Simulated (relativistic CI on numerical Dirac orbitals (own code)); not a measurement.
**Slater and spin-orbit integrals, Mn¹³⁺**

Calculated at this level of theory: Dirac-Coulomb-Breit CI, KLI orbitals optimised for each configuration, model QED (radiative potential, 1s self-energy scaled to tabulated hydrogen-like ionisation energies), unscaled Slater integrals (own radial code, finite nucleus).

Slater integrals F^k, G^k are unscaled and averaged over j, outside the closed core [Ne]; ζ comes from projecting the Hamiltonian with its Breit term on Σ l·s of the shell.

- 3s3p: G^1(3s,3p) = 180860, ζ(3p) = 10822 cm⁻¹; <r>(3s) = 0.7213, <r^2>(3s) = 0.5907, <r>(3p) = 0.7169, <r^2>(3p) = 0.591 (bohr units).
- 3p²: F^2(3p,3p) = 139440, ζ(3p) = 10809 cm⁻¹; <r>(3p) = 0.7185, <r^2>(3p) = 0.5937 (bohr units).
- 3s3d: G^2(3s,3d) = 121000, ζ(3d) = 788.89 cm⁻¹; <r>(3s) = 0.7221, <r^2>(3s) = 0.5921, <r>(3d) = 0.6674, <r^2>(3d) = 0.5166 (bohr units).

Averages of the first 10 configurations, taken without configuration mixing, which lowers the lowest level and can move excited configurations by several eV; other configurations of the list can lie among them:

```
Configuration  Parity  States  Average energy above the lowest level (eV)
          3s²    even       1                                         2.3
         3s3p     odd      12                                        32.3
          3p²    even      15                                        68.5
         3s3d    even      20                                        80.6
          3d²    even      45                                       161.6
         3p3d     odd      60                                       114.0
         3p4s     odd      12                                       229.8
         3s4s    even       4                                       195.6
         3d4s    even      20                                       275.2
         3s4p     odd      12                                       209.3
```
